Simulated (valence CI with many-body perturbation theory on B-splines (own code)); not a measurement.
Hyperfine factors and g values of Hg XLVIII

Computed by relativistic CI+MBPT: five valence electrons over a frozen Dirac-Fock core [Ar] 3d10, radial functions for each j: 9 s, 9 p, 8 d, 6 f, 3 g, 1 h, with the one-electron correlation potential Σ1 (screened to all orders), the two-electron term Σ2, the three-electron term Σ3, Breit, model QED; selected single and double excitations, second order for the rest (own B-spline code, finite nucleus).

No measured spectrum was set against this ion. As an estimate, large intervals hold to a few tenths of a per cent, small ones and those within an open d or f shell to about a per cent. Among the levels kept, up to 370 cm⁻¹ of a level comes from second order outside the variational space, and about a tenth of that is noise between levels of different J, which matters for small intervals.

A/g_I is the dipole constant over the nuclear g factor μ/I (μ in nuclear magnetons, uniformly magnetised nucleus), B/Q the quadrupole constant per barn. Both hold the static response of the core; the bare values leave it out. Large factors of s and p1/2 electrons are usually good to 5 to 10 %; those of open d and f shells near neutrality can be off by tens of per cent, and small factors of p3/2, d and f electrons come from cancelling terms and can be off by a factor of two or in sign, in half-filled shells by more. B is blank for J = 1/2, where it vanishes, and for nearly pure S terms. Energies count from the lowest level.

Levels are named by their leading jj configuration (3d3/2^4 stands for four electrons in 3d with j = 3/2), which in mixed levels can hold well under half, so a name can repeat and another be missing. Letters in brackets count levels of one name in rising energy.

```csv
Level,E (× 10³ cm⁻¹),g,A/g_I (MHz),A/g_I bare,B/Q (MHz/b),B/Q bare
(4s^2 4p1/2^2 4p3/2) J=3/2,0.00,1.353,76700,73700,152000,148000
(4s^2 4p1/2 4p3/2^2) J=3/2,1113.3,1.458,-59500,-58500,14400,13900
(4s^2 4p1/2 4p3/2^2) J=5/2,1162.4,1.194,217000,211000,-500,-469
(4s^2 4p1/2 4p3/2^2) J=1/2,1224.6,0.657,773000,750000,,
(4s^2 4p1/2^2 4d3/2) J=3/2,1416.3,0.784,37800,38000,25000,24800
(4s^2 4p1/2^2 4d5/2) J=5/2,1718.4,1.215,33700,33500,14100,14200
(4s 4p1/2^2 4p3/2^2) J=5/2,2039.7,1.460,496000,481000,44400,43200
(4s 4p1/2^2 4p3/2^2) J=1/2,2169.8,2.082,2220000,2160000,,
(4s 4p1/2^2 4p3/2^2) J=3/2,2185.9,1.175,-337000,-327000,-28500,-27700
(4s^2 4p3/2^3) J=3/2,2346.9,1.308,80300,77400,-167000,-162000
(4s^2 4p1/2 4p3/2 4d3/2) J=5/2 [a],2522.4,0.960,163000,159000,-19200,-18400
(4s^2 4p1/2 4p3/2 4d3/2) J=3/2 [a],2527.5,0.907,148000,145000,-94900,-92100
(4s^2 4p1/2 4p3/2 4d3/2) J=1/2 [a],2529.0,0.195,311000,304000,,
(4s^2 4p1/2 4p3/2 4d3/2) J=7/2,2572.4,1.036,159000,155000,163000,159000
(4s^2 4p1/2 4p3/2 4d3/2) J=5/2 [b],2704.4,1.184,3130,3330,152000,148000
(4s^2 4p1/2 4p3/2 4d3/2) J=3/2 [b],2718.2,1.197,30900,29900,13800,13200
(4s^2 4p1/2 4p3/2 4d3/2) J=1/2 [b],2726.8,1.707,351000,339000,,
(4s^2 4p1/2 4p3/2 4d5/2) J=7/2 [a],2768.8,1.309,-42200,-40600,172000,167000
(4s^2 4p1/2 4p3/2 4d5/2) J=3/2 [a],2812.3,1.380,-81100,-77900,-63500,-61600
(4s^2 4p1/2 4p3/2 4d5/2) J=9/2,2824.1,1.190,120000,117000,165000,161000
(4s^2 4p1/2 4p3/2 4d5/2) J=5/2 [a],2834.1,1.135,184000,179000,-116000,-113000
(4s^2 4p1/2 4p3/2 4d5/2) J=5/2 [b],2943.4,1.260,-47800,-46100,18400,18200
(4s^2 4p1/2 4p3/2 4d5/2) J=7/2 [b],2946.0,1.121,139000,135000,5660,5880
(4s^2 4p1/2 4p3/2 4d5/2) J=3/2 [b],2968.3,0.934,226000,220000,19200,18700
(4s^2 4p1/2 4p3/2 4d5/2) J=1/2,2980.7,1.230,-274000,-264000,,
(4s 4p1/2 4p3/2^3) J=3/2 [a],3212.7,1.512,399000,387000,-137000,-133000
(4s^2 4p1/2^2 4f5/2) J=5/2,3285.4,0.850,-15900,-14500,11300,10300
(4s 4p1/2 4p3/2^3) J=5/2,3285.9,1.294,622000,604000,-189000,-183000
(4s^2 4p1/2^2 4f7/2) J=7/2,3370.2,1.153,61500,60400,26500,24800
(4s 4p1/2 4p3/2^3) J=1/2,3379.2,1.352,-778000,-755000,,
(4s 4p1/2 4p3/2^3) J=3/2 [b],3388.0,1.090,117000,114000,-16900,-16300
(4s 4p1/2^2 4p3/2 4d3/2) J=5/2 [a],3427.2,1.278,397000,386000,38900,37600
(4s 4p1/2^2 4p3/2 4d3/2) J=3/2 [a],3432.3,1.302,249000,242000,-2840,-3040
(4s 4p1/2^2 4p3/2 4d3/2) J=1/2 [a],3433.6,2.440,1240000,1200000,,
(4s 4p1/2^2 4p3/2 4d3/2) J=7/2,3484.0,1.271,317000,308000,114000,111000
(4s 4p1/2^2 4p3/2 4d3/2) J=3/2 [b],3549.6,0.997,133000,130000,-87800,-85200
(4s 4p1/2^2 4p3/2 4d3/2) J=1/2 [b],3616.6,0.548,329000,320000,,
(4s 4p1/2^2 4p3/2 4d3/2) J=5/2 [b],3629.8,0.912,-130000,-125000,101000,98400
(4s 4p1/2^2 4p3/2 4d5/2) J=9/2,3664.9,1.357,290000,282000,165000,160000
(4s 4p1/2^2 4p3/2 4d5/2) J=5/2 [a],3746.2,1.385,445000,433000,-86700,-84000
```

Task: Take the isotope of mass number 199, with I = 1/2, μ = 0.5039 μN. What is the hyperfine structure of (4s^2 4p1/2^2 4p3/2) J=3/2?

Result: From the table A = 77200 MHz. Shifts from the centre of gravity in MHz: F = 1: -96500, F = 2: 57900.
